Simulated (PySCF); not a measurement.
## Dipole response of Fe⁺ (iron, charge +1)

[Ar] 3d6 4s1, high-spin 6D determinant. Calculation: PySCF 2.14, in aug-cc-pwCVTZ (10s9p7d4f3g, 127 functions); the non-relativistic Hamiltonian (point nucleus). Coupled (time-dependent) response in atomic units; α is the mean over directions.

```json
{"method": "r2SCAN0", "mean α (bohr³)": "28.48", "α xx, yy, zz": "28.04, 28.04, 29.36", "C₆ (like pair)": "148.1", "S(−4)": "648.6"}
```

S(−4) is the Cauchy moment in α(ω) = α(0) + S(−4) ω² + …

α(iu) at r2SCAN0:

```tsv
u (hartree)	α(iu) (bohr³)
0	28.48
0.0500	26.96
0.100	23.35
0.200	15.76
0.300	10.85
0.500	6.224
0.750	3.963
1.00	2.891
1.50	1.844
2.00	1.318
3.00	0.7900
5.00	0.3839
```

For an ion, C₆ is the dispersion term alone; charge-induced terms of lower order in 1/R come first.

The components differ because the open shell of this determinant is not spherical; for a pure term their mean is the scalar polarisability.
